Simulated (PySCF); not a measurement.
Al(Cl)(NCO)(OH) (CHAlClNO2), SMILES O=C=[N][Al]([OH])[Cl]. Atoms are numbered in the order given.

```xyz
7

Al    -0.4158    -0.5670     0.0000
Cl     1.1816    -1.8973     0.0000
N     -0.1040     1.1687     0.0000
C      0.1794     2.3363     0.0000
O      0.4449     3.4722     0.0000
O     -1.9740    -1.2048     0.0000
H     -2.7967    -0.7142     0.0000
```
Charge 0, spin multiplicity 1.

The structure is a stationary point at PBE0-D3(BJ)/def2-SVP. The values are those of a single conformer.

Two levels are set side by side: PBE/pcSseg-1 (PySCF) and KT2/pcSseg-1 (PySCF). GIAO shifts against H2O (¹⁷O), HCl (³⁵Cl), NH3 (¹⁵N), TMS (¹H), TMS (¹³C) at the same level; non-relativistic, no solvent, atoms listed together averaged. Without spin–orbit terms, shifts of atoms bonded to Cl or Br come out too high at both levels. Differences are taken from unrounded values.

| quantity | KT2 | PBE | PBE minus KT2 |
|---|---|---|---|
| δ(³⁵Cl) of Cl2 (ppm) | -46.0 | -48.2 | -2.2 |
| δ(¹⁵N) of N3 (ppm) | 45.5 | 51.8 | 6.3 |
| δ(¹³C) of C4 (ppm) | 118.8 | 123.3 | 4.4 |
| δ(¹⁷O) of O5 (ppm) | 129.9 | 142.5 | 12.5 |
| δ(¹⁷O) of O6 (ppm) | 41.4 | 44.7 | 3.3 |
| δ(¹H) of H7 (ppm) | 2.40 | 2.39 | -0.02 |

Rough cost on one machine, each run with all the roots and properties that it gave: KT2 against PBE within a factor of 2.
